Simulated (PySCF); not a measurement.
Input of a response calculation (the driver script's job line, then coordinates in Å):

```
{"job": {"kind": "uv", "xc": "wB97X-D", "basis": "def2-SVPD", "ip": true}, "charge": 0, "multiplicity": 1}
C      2.417824     0.266485    -0.327914
S      1.330212    -1.151298    -0.543899
C     -0.221656    -0.411335    -0.231962
C     -1.474286    -1.112838    -0.275969
C     -2.427505    -0.188266     0.023827
O     -1.871278     1.014610     0.246750
C     -0.533175     0.882141     0.092331
H      3.440314    -0.092954    -0.504098
H      2.352047     0.666839     0.694916
H      2.188011     1.059158    -1.055642
H     -1.628655    -2.165448    -0.501533
H     -3.509557    -0.244308     0.111419
H      0.060181     1.778454     0.241305
```

Its output, with some lines taken out ([cut]):

```
coarse grid: 11864 points
cycle   1  E = -666.9959834032  dE =  1.382e+00  |g| = 4.221e-01  |ddm| = 5.952e+00
cycle   2  E = -667.0078357451  dE = -1.185e-02  |g| = 4.286e-01  |ddm| = 1.172e+00
cycle   3  E = -667.0394379019  dE = -3.160e-02  |g| = 6.951e-02  |ddm| = 4.738e-01
cycle   4  E = -667.0402471016  dE = -8.092e-04  |g| = 3.349e-02  |ddm| = 1.586e-01
cycle   5  E = -667.0405232005  dE = -2.761e-04  |g| = 8.182e-03  |ddm| = 7.530e-02
cycle   6  E = -667.0405423348  dE = -1.913e-05  |g| = 1.805e-03  |ddm| = 2.346e-02
cycle   7  E = -667.0405433000  dE = -9.652e-07  |g| = 6.399e-04  |ddm| = 5.044e-03
final grid: 111232 points
cycle   8  E = -667.1249387287  dE = -9.143e-05  |g| = 4.579e-03  |ddm| = 1.533e-01
cycle   9  E = -667.1249410698  dE = -2.341e-06  |g| = 3.946e-03  |ddm| = 2.149e-02
cycle  10  E = -667.1249442743  dE = -3.205e-06  |g| = 8.616e-04  |ddm| = 6.700e-03
cycle  11  E = -667.1249444161  dE = -1.418e-07  |g| = 4.184e-04  |ddm| = 1.954e-03
cycle  12  E = -667.1249444593  dE = -4.315e-08  |g| = 8.755e-05  |ddm| = 8.809e-04
cycle  13  E = -667.1249444619  dE = -2.640e-09  |g| = 3.207e-05  |ddm| = 2.754e-04
cycle  14  E = -667.1249444623  dE = -4.131e-10  |g| = 1.036e-05  |ddm| = 1.001e-04
converged SCF energy = -667.1249444623

[cut]

Singlet excitations
state   eV       nm        f      main configurations
[cut]
[cut]
  3   6.1215    202.5   0.00678   H->L+2 0.56, H->L+3 0.15, H->L+5 0.12
  4   6.3574    195.0   0.01049   H->L+3 0.67, H->L+2 0.18
  5   6.5033    190.6   0.03262   H->L+4 0.51, H-1->L 0.38
  6   6.7723    183.1   0.35956   H-1->L 0.55, H->L+4 0.40
[cut]
  8   7.2658    170.6   0.00063   H->L+6 0.55, H->L+5 0.14
  9   7.3825    167.9   0.00445   H-1->L+1 0.58, H->L+9 0.15
[cut]

[cut]
[cut]
```

Theory: PySCF, TDDFT wB97X-D/def2-SVPD, vertical, gas phase, core orbitals frozen in the response. The structure is a single PBE0-D3(BJ)/def2-SVP conformer in the gas phase; no vibrational or solvent corrections.

Restore the lines that were cut, in order.

```
Static polarisability (au): isotropic 80.186, principal 55.314 81.222 104.023
  1   5.3593    231.3   0.00003   H->L+1 0.73, H->L+9 0.08
  2   5.7118    217.1   0.05842   H->L 0.96
  7   7.0715    175.3   0.01009   H-1->L+2 0.46, H->L+5 0.25
 10   7.4661    166.1   0.13192   H->L+8 0.86
Triplet excitations (Tamm-Dancoff, eV): 4.0008 5.0207 5.0276 5.9638
Vertical ionisation energy (delta-SCF) = 8.0527 eV
```

How many basis functions and electrons does this run hold?

198 basis functions for 60 electrons in 30 doubly occupied orbitals.

Give the energy of state 8 in hartree, cm⁻¹ and kJ/mol.

0.26701 hartree, 58603 cm⁻¹, 701.0 kJ/mol.

Which orbital energies lie behind H and L?

HOMO -7.84 eV and LUMO 1.88 eV, a gap of 9.71 eV; state 1 differs from that by -4.35 eV.

Which species is it?

`CSC1=COC=C1` (C5H6OS), point group Cs.

The SCF starts on a coarse grid; the energy jumps when the final grid takes over, and dE counts afresh there. H and L stand for HOMO and LUMO.

Time: 1.7 min wall. Hardware: Arm Neoverse V2, one thread, on a shared host.

The values belong to the conformer `[CH3:1][S:2][c:3]1[cH:4][cH:5][o:6][cH:7]1`: C1–S2–C3–C4 180°.

Note: wB97X-D ran without an empirical dispersion term, which enters the total energy and its gradient alone.
